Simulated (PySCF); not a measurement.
A PySCF script (with the pyscf-properties extension) for the NMR shieldings of SMILES CCS[SiH2]CC[SiH3], C4H14SSi2, on a GFN2-xTB geometry:

```python
import basis_set_exchange as bse
import numpy as np
from pyscf import gto, dft
from pyscf.prop import nmr

atoms = """
C    -2.723825    0.737198    0.498446
C    -2.954579   -0.387941   -0.490310
S    -1.453251   -0.800205   -1.452627
Si   -0.187395   -1.709978    0.033379
C     1.109298   -0.463411    0.652396
C     1.933668    0.117069   -0.499203
Si    3.205056    1.404476    0.083861
H    -2.323515    1.610078   -0.012412
H    -3.664511    1.011638    0.972857
H    -2.021319    0.431493    1.271670
H    -3.290366   -1.297707    0.006595
H    -3.689596   -0.100189   -1.240997
H    -1.067364   -2.165112    1.108328
H     0.438152   -2.831138   -0.657292
H     0.630493    0.354467    1.196010
H     1.773398   -0.955130    1.365019
H     1.256815    0.567207   -1.228880
H     2.442686   -0.695999   -1.020893
H     4.132221    0.768766    1.024676
H     2.505738    2.496154    0.767501
H     3.939275    1.925206   -1.069191
"""
names = dict.fromkeys(["C", "S", "Si", "H"], "pcSseg-1")
basis = {el: gto.basis.parse(bse.get_basis(n, elements=[el], fmt="nwchem")) for el, n in names.items()}
mol = gto.M(atom=atoms, basis=basis, charge=0, verbose=0)
mf = dft.RKS(mol, xc="PBE0")
mf.grids.level = 2
mf.grids.alignment = dft.numint.BLKSIZE   # the property module wants whole blocks of grid points
mf.conv_tol = 1e-9
mf.kernel()

calc = nmr.RKS(mf)   # GIAO
C = mf.mo_coeff
Co = C[:, mf.mo_occ > 0]
resp = mf.gen_response(singlet=True, hermi=2)
def vind(x):   # induced exchange potential for any number of trial vectors
    d = np.einsum("pi,xij,qj->xpq", C, 2 * x.reshape(-1, C.shape[1], Co.shape[1]), Co, optimize=True)
    return np.einsum("xpq,pi,qj->xij", resp(d - d.transpose(0, 2, 1)), C, Co, optimize=True).ravel()
mo1, _ = nmr.rhf.solve_mo1(calc, with_cphf=vind)
sigma = calc.kernel(mo1)
for i, s in enumerate(sigma):   # ppm
    w = np.linalg.eigvalsh((s + s.T) / 2)
    print("%2d %-2s iso %8.1f  s11 %8.1f  s22 %8.1f  s33 %8.1f" % (i, mol.atom_pure_symbol(i), w.mean(), *w))
```

**Question.** What does it print?

**Answer.** 
```
 0 C  iso    164.5  s11    145.5  s22    161.6  s33    186.5
 1 C  iso    154.7  s11    139.8  s22    149.7  s33    174.6
 2 S  iso    649.3  s11    492.4  s22    599.6  s33    855.9
 3 Si iso    362.2  s11    294.7  s22    385.7  s33    406.3
 4 C  iso    171.3  s11    164.9  s22    170.1  s33    178.8
 5 C  iso    182.9  s11    172.7  s22    182.5  s33    193.6
 6 Si iso    415.1  s11    383.7  s22    391.5  s33    469.9
 7 H  iso     30.5  s11     27.0  s22     29.1  s33     35.3
 8 H  iso     30.4  s11     25.1  s22     27.1  s33     38.9
 9 H  iso     30.6  s11     26.2  s22     31.3  s33     34.3
10 H  iso     29.1  s11     23.4  s22     28.1  s33     35.9
11 H  iso     29.1  s11     22.6  s22     27.6  s33     37.1
12 H  iso     26.9  s11     23.2  s22     25.7  s33     31.8
13 H  iso     26.9  s11     22.2  s22     25.7  s33     32.9
14 H  iso     31.1  s11     26.5  s22     30.8  s33     36.0
15 H  iso     31.0  s11     25.6  s22     30.1  s33     37.2
16 H  iso     30.4  s11     23.7  s22     31.4  s33     36.1
17 H  iso     31.3  s11     25.8  s22     30.3  s33     37.9
18 H  iso     27.9  s11     24.5  s22     26.1  s33     33.1
19 H  iso     28.0  s11     24.5  s22     26.8  s33     32.6
20 H  iso     27.6  s11     24.0  s22     25.2  s33     33.8
```

These numbers come from an equivalent density-fitted implementation of the same equations, which agrees with the script to about 0.01 ppm for H and up to a few tenths of a ppm for heavy atoms, so last digits may differ.

**Question.** Turn these shieldings into chemical shifts. Scale: 13C (σref 186.93), 29Si (σref 349.16), 1H (σref 31.72) vs TMS; 33S (σref 503.73) vs CS2 (reference shieldings calculated alike).

**Answer.** Averaging equivalent atoms: C 1: 32.2; C 0: 22.4; C 4: 15.7; C 5: 4.0; S 2: -146; Si 3: -13.1; Si 6: -65.9; H 12/13: 4.79; H 18/19/20: 3.88; H 10/11: 2.59; H 7/8/9: 1.23; H 16/17: 0.85; H 14/15: 0.68 ppm. 

Size and cost of the density-fitted run: 210 basis functions, 66 s wall time on 1 thread of an Arm Neoverse N1, shared host; peak memory 0.95 GiB.
